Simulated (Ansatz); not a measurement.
(NMe2)3Si-S-SiH3 (C6H21N3SSi2) was relaxed with r2SCAN-D4 (def2-SVP) in Ansatz in these states: charge +1 doublet, neutral singlet. The geometries follow in no particular order.

A:

```xyz
33

Si   -0.350   -0.061   -0.267
N    -1.107    0.907    0.952
C    -1.517    2.288    0.826
C    -1.181    0.398    2.308
N    -0.795   -1.725   -0.140
C    -2.088   -2.199   -0.586
C     0.008   -2.738    0.507
N     1.381    0.052   -0.181
C     2.244   -0.799   -0.976
C     2.088    0.929    0.727
S    -1.059    0.657   -2.203
Si    0.550    2.028   -2.574
H    -0.829    2.988    1.345
H    -1.569    2.577   -0.233
H    -2.524    2.436    1.262
H    -0.944   -0.677    2.329
H    -0.480    0.916    2.997
H    -2.201    0.523    2.722
H    -2.703   -2.573    0.258
H    -1.987   -3.028   -1.316
H    -2.653   -1.393   -1.078
H     0.274   -3.563   -0.186
H     0.942   -2.303    0.892
H    -0.528   -3.194    1.365
H     1.649   -1.381   -1.699
H     2.812   -1.516   -0.348
H     2.983   -0.205   -1.547
H     2.784    1.599    0.184
H     2.688    0.360    1.467
H     1.376    1.559    1.280
H     1.827    1.347   -2.939
H     0.797    2.931   -1.410
H     0.114    2.858   -3.736
```

B:

| atom | x (Å) | y (Å) | z (Å) |
| --- | --- | --- | --- |
| Si1 | 0.021 | -0.405 | 0.161 |
| N2 | -1.580 | 0.270 | -0.185 |
| C3 | -2.814 | -0.429 | 0.113 |
| C4 | -1.753 | 1.681 | -0.476 |
| N5 | 0.343 | 0.268 | 1.774 |
| C6 | 0.020 | -0.402 | 3.016 |
| C7 | 0.735 | 1.656 | 1.919 |
| N8 | 1.145 | 0.216 | -0.958 |
| C9 | 2.571 | 0.135 | -0.652 |
| C10 | 0.853 | 0.654 | -2.316 |
| S11 | -0.056 | -2.507 | 0.421 |
| Si12 | 0.395 | -3.031 | -1.657 |
| H13 | -3.464 | -0.423 | -0.781 |
| H14 | -2.617 | -1.473 | 0.390 |
| H15 | -3.371 | 0.076 | 0.923 |
| H16 | -0.796 | 2.157 | -0.723 |
| H17 | -2.441 | 1.806 | -1.331 |
| H18 | -2.207 | 2.209 | 0.384 |
| H19 | -0.781 | 0.136 | 3.556 |
| H20 | 0.908 | -0.410 | 3.675 |
| H21 | -0.290 | -1.440 | 2.840 |
| H22 | 1.618 | 1.725 | 2.581 |
| H23 | 0.996 | 2.091 | 0.945 |
| H24 | -0.070 | 2.251 | 2.389 |
| H25 | 2.733 | -0.284 | 0.355 |
| H26 | 3.040 | 1.135 | -0.684 |
| H27 | 3.098 | -0.511 | -1.376 |
| H28 | 1.361 | 0.006 | -3.054 |
| H29 | 1.202 | 1.689 | -2.484 |
| H30 | -0.225 | 0.609 | -2.523 |
| H31 | 1.825 | -2.746 | -1.944 |
| H32 | -0.486 | -2.230 | -2.553 |
| H33 | 0.088 | -4.479 | -1.745 |

Judge from the bond lengths which geometry belongs to which state (an estimate).

A is the neutral singlet (Si1–S11 2.183 Å, Si1–N5 1.727 Å, S11–Si12 2.146 Å); B is the charge +1 doublet (Si1–S11 2.119 Å, Si1–N5 1.778 Å, S11–Si12 2.189 Å).
